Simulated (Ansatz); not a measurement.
SiH₂Cl₂, SMILES Cl[SiH2]Cl.

Geometry optimised at B3LYP-D3(BJ)/def2-TZVP. The isomer is the one that the SMILES or the coordinates give; other isomers of the formula were not compared.

Two levels are set side by side: PBE/def2-SVPD (Ansatz, an electronic-structure program) and CAM-B3LYP/def2-SVPD (Ansatz). Energy differences of separate SCF runs at the same geometry; the states with an electron removed or added have multiplicity 2 and 2. Differences are taken from unrounded values.

```json
[
 {"quantity": "vertical ionisation energy (eV)", "CAM-B3LYP": "11.62", "PBE": "10.87", "PBE minus CAM-B3LYP": "-0.75"},
 {"quantity": "vertical singlet–triplet gap (eV)", "CAM-B3LYP": "7.44", "PBE": "6.48", "PBE minus CAM-B3LYP": "-0.96"}
]
```
